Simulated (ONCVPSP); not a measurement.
# What the settings do to the ONCV potential of N

Base potential:

- Element: N
- Generator: ONCVPSP 4.0.1
- Type: optimised norm-conserving Vanderbilt (ONCV)
- Functional: PBE
- Relativity: scalar-relativistic
- Frozen core: [He]
- Valence charge: 5
- Reference configuration: 2s2 2p3
- Partial waves: 2s: rc 0.95 bohr, ncon 4, nbas 8, qcut 8.7 1/bohr, 1 projector; 2p: rc 1.75 bohr, ncon 4, nbas 7, qcut 6.6 1/bohr, 2 projectors, debl 2.7 Ha
- Local potential: polynomial inside 0.65 bohr (lpopt 5, dvloc0 0 Ha)
- Core correction: none

All-electron outer shells of the reference configuration (PBE, scalar-relativistic, ld1.x):

```
shell  level (eV)  outermost node (bohr)  outermost maximum (bohr)
   1s     -384.72                      –                      0.15
   2s      -18.58                   0.32                      1.02
   2p       -7.09                      –                      0.98
```

Cutoffs, loose and tight: the cutoffs (Ha) at which the residual kinetic energy of the hardest occupied pseudo-wave falls to 1 and 0.1 mHa per electron. They do not see the model core or the augmentation charge, which bear on the density cutoff. Test errors are all-electron minus pseudo excitation energies from the reference, over the configurations 2s2 2p2; 2s2 2p1; 2s2 2p0; 2s1 2p0. A dash means not determined; rows that change the core or the reference have their own tests. The largest error is taken over the tests solved by every variant that gives reliable tests at all: 2s2 2p0; 2s2 2p1; 2s2 2p2.

| change | outcome | cutoff, loose | cutoff, tight | bound ghosts | GHOST(+) flags above zero | largest test error (meV) |
| --- | --- | --- | --- | --- | --- | --- |
| base | generated | 30 Ha | 38 Ha | none | none | +1303 |
| s: nbas 7 | generated | 30 Ha | 40 Ha | none | none | +1301 |
| reference 2s2 2p1 | generated | 31 Ha | 41 Ha | none | none | +370 |
| local potential polynomial inside 0.65 bohr (lpopt 5, dvloc0 6.5 Ha) | generated | 30 Ha | 38 Ha | none | none | +1298 |
| s: nproj 2 | generated | 30 Ha | 38 Ha | none | none | +1271 |
| local potential polynomial inside 0.85 bohr (lpopt 3, dvloc0 0 Ha) | generated | 30 Ha | 38 Ha | none | none | +1298 |
| s: qcut 5.3; p: qcut 4 | generated | 145 Ha | 191 Ha | none | none | +2544 |

Problem. What comes out with this change to the base: all radii scaled by about 0.78 (s 0.74, p 1.36 bohr); local potential polynomial inside 0.50 bohr (lpopt 5, dvloc0 0 Ha)?

Solution. outcome: generated; cutoff, loose: 35 Ha; cutoff, tight: 249 Ha; bound ghosts: none; GHOST(+) flags above zero: none; largest test error (meV): +724.

Problem. What comes out with this change to the base: functional LDA (Perdew-Wang 92)?

Solution. outcome: generated; cutoff, loose: 29 Ha; cutoff, tight: 38 Ha; bound ghosts: none; GHOST(+) flags above zero: none; largest test error (meV): +1369.

Problem. What comes out with this change to the base: s: rc 1.08?

Solution. outcome: generated; cutoff, loose: 27 Ha; cutoff, tight: 34 Ha; bound ghosts: none; GHOST(+) flags above zero: none; largest test error (meV): +1322.
